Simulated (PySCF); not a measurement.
Species: `Oc1ocnc1Cl`. The columns A, B, C and D hold Mulliken, IAO, Hirshfeld and ESP-fitted charges (e) of one PBE0/pcSseg-1 density (PySCF), in a shuffled order. Coordinates in Å (GFN2-xTB); the density's dipole moment is (-0.59, -1.30, 0.48) D.

```tsv
atom	x	y	z	A	B	C	D
O1	-1.292	-1.516	0.323	-0.171	-0.351	-0.436	-0.448
C2	-0.365	-0.567	0.162	+0.122	+0.497	+0.324	+0.337
O3	0.854	-0.741	0.699	-0.060	-0.356	-0.201	-0.239
C4	1.539	0.371	0.363	+0.079	+0.306	+0.263	+0.133
N5	0.860	1.219	-0.330	-0.197	-0.375	-0.454	-0.295
C6	-0.369	0.645	-0.478	-0.019	-0.040	+0.060	-0.067
Cl7	-1.663	1.360	-1.327	-0.026	-0.075	-0.059	+0.001
H8	-2.106	-1.239	-0.118	+0.191	+0.261	+0.377	+0.388
H9	2.555	0.474	0.681	+0.081	+0.133	+0.126	+0.189
```

Which column most likely holds the ESP-fitted charges?

C. Σ q r misses the density's dipole by 0.08 D (C), 0.37 D (A), 0.87 D (B), 1.04 D (D). Charges fitted to the outside potential are the only set here that is tied to the molecule's multipoles.

And the Hirshfeld charges?

A. The mean sizes are 0.105 e (A), 0.233 e (D), 0.256 e (C), 0.266 e (B), and Hirshfeld charges are commonly the smallest of these schemes.

As computed, A = Hirshfeld, B = Mulliken, C = ESP-fitted, D = IAO.

The Mulliken scheme gives each basis function's population to the atom it is centred on and halves the overlap population of two atoms between them. The Hirshfeld scheme divides the density at each point in proportion to the densities of the neutral, spherically averaged free atoms.

One conformer (not necessarily the lowest) at the GFN2-xTB geometry, without solvent, vibrations or thermal averaging.

The run behind these numbers computed NMR shieldings as well. The run took 29 s wall (grids of density and orbitals included) on an Intel Xeon at 2.70 GHz with one thread, no GPU (shared host), and the process peaked at 0.66 GiB of memory.

The values belong to the conformer `[OH:1][c:2]1[o:3][cH:4][n:5][c:6]1[Cl:7]`: H–O1–C2–O3 180°.
